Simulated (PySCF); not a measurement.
Structure from 2D NMR

Compound of formula C$_{4}$H$_{9}$FOSi$_{3}$. Correlations simulated from computed shifts and the bond graph:

HSQC (one-bond C–H):
```
  δH     δC
6.90  147.0
6.68  147.0
6.38  137.2
5.75  112.5
5.19  112.5
```

COSY cross peaks (H two or three bonds apart, from the bond graph; peaks can be absent where the dihedral angle is near 90°):
```
  δH    δH
6.90  6.68
6.90  6.38
6.68  6.38
6.04  5.91
5.75  5.19
```

HMBC (two and three bonds, from the bond graph):
```
  δH            δC
6.90         137.2
6.68         137.2
6.38  180.7, 147.0
6.04  180.7, 137.2
5.91  180.7, 137.2
5.75         180.7
5.19         180.7
```

Carbons without hydrogens: δ 180.7.

Level of theory: PBE0/pcSseg-1 with gauge-including orbitals, geometry from GFN2-xTB, in PySCF 2.14 (gas phase, no relativistic terms, one computed conformer, averaged over atoms made equivalent by symmetry, fast rotation or ring inversion).

Chemical shifts δ = σref − σ; 1H and 13C against TMS, all at this level.

Exchangeable hydrogens are left out of these lists.

**Question.** Assemble the structure.

**Answer.** SMILES C=C[Si]1(C(=C)F)[SiH2]O[SiH2]1.

Numbering as in the mapped SMILES `[CH2:1]=[CH:2][Si:3]1([C:4](=[CH2:5])[F:6])[SiH2:7][O:8][SiH2:9]1`. Each H is labelled by its parent atom. Ha(C1), Ha(C5) are cis to Si3; Hb(C1), Hb(C5) are trans to Si3.

1. δC 180.7 is C4, a fully substituted alkene carbon.
2. δC 147.0 is C1, a terminal =CH2 carbon (δH 6.90, 6.68).
3. δC 137.2 is C2, an alkene CH (δH 6.38).
4. δC 112.5 is C5, a terminal =CH2 carbon (δH 5.75, 5.19).
5. HMBC from δH 6.38 reaches the proton-free carbon C4.
6. HMBC from δH 6.04 reaches the proton-free carbon C4.
7. HMBC from δH 5.91 reaches the proton-free carbon C4.
8. HMBC from δH 5.75 reaches the proton-free carbon C4.
9. COSY links 6.90–6.68, 6.90–6.38, 6.68–6.38, 6.04–5.91, 5.75–5.19.

The shifts were computed for this structure.

Shifts are as computed. Against solution values, carbons near 30 ppm lie about +3 ppm off and those near 130 ppm about +5 ppm. Of 1211 compounds with measured shifts, 218 miss one by over three times the rms of a fit or turn the order of signals round; such compounds aren't used in these exercises.
